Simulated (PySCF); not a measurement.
Species: C₅H₁₀F₂Ge.
Geometry (PBE0-D3(BJ)/def2-SVP, Å), atoms numbered from 1 in this order:
```xyz
18
C5H10F2Ge angstrom
F      0.087   -1.239   -1.774
C     -0.379   -1.412   -0.473
C     -1.431   -0.342   -0.203
C     -0.987    1.082   -0.536
C      0.156    1.627    0.327
Ge     1.654    0.385    0.382
F      2.482    0.615    1.912
C      0.822   -1.379    0.456
H     -0.855   -2.409   -0.442
H     -1.743   -0.420    0.854
H     -2.321   -0.581   -0.807
H     -0.697    1.105   -1.599
H     -1.861    1.749   -0.449
H      0.477    2.619   -0.026
H     -0.169    1.752    1.374
H      2.735    0.570   -0.695
H      1.527   -2.181    0.193
H      0.503   -1.543    1.497
```

Linear response at B3LYP/def2-SVPD (PySCF, frozen core in the response, non-relativistic). Relativistic effects, spin–orbit coupling among them, are left out although an element past zinc is present.

Static isotropic polarisability: 85.39 au (12.65 Å³), principal values 76.3, 87.5, 92.4 au.

**Question.** What is the polarisability at 1064 nm and at the sodium D line?

**Answer.** 86.01 au at 1064 nm (+0.7 %), 87.47 au at 589.3 nm (+2.4 %). The rise at 589.3 nm is 3.34 times that at 1064 nm; a pure ω² law gives 3.26. The lowest singlet lies at 182 nm, shorter than both wavelengths.

**Question.** What is the isotropic C6 coefficient between two such molecules, C6 = (3/π)∫α(iω)² dω?

**Answer.** 3162 au (Eh·bohr⁶) by a ten-point quadrature over imaginary frequencies, which is 1890 eV·Å⁶ or 182 J·nm⁶/mol.

**Question.** Which effective excitation energy ω̄ makes London's formula C6 = (3/4)α²ω̄ exact here?

**Answer.** ω̄ = 4·C6/(3α²) = 0.578 Eh = 15.7 eV. A one-pole form α(ω) = α/(1 − ω²/ω̄²) fitted to the 1064 nm value gives 13.7 eV.

**Question.** How anisotropic is the static polarisability, by Δα² = ½[(α1 − α2)² + (α2 − α3)² + (α3 − α1)²]?

**Answer.** Δα = 14.3 au, or 0.17 of the isotropic value.

**Question.** What molar refraction at the D line follows from R = (4π/3)·N_A·α′, with α′ the polarisability volume?

**Answer.** α′ = 12.96 Å³ gives R = 32.69 cm³/mol, for isolated, non-vibrating species.

**Question.** The lowest 6 singlets have (eV, f): 6.80, 0.000; 7.26, 0.004; 7.49, 0.003; 7.60, 0.002; 7.84, 0.040; 7.98, 0.005. What share of the static polarisability do they carry in the sum over states α = Σ f/ω²?

**Answer.** 0.67 au, 0.8 % of α; the largest term, 0.48 au, is that of the state at 7.84 eV. Their oscillator strengths add up to 0.05. Higher states carry the rest.

**Question.** What three-body coefficient follows from the one-pole estimate C9 = (3/4)·α·C6?

**Answer.** 203000 au. This is an estimate from the two numbers above, not a computed integral.

One conformer stands for the species.
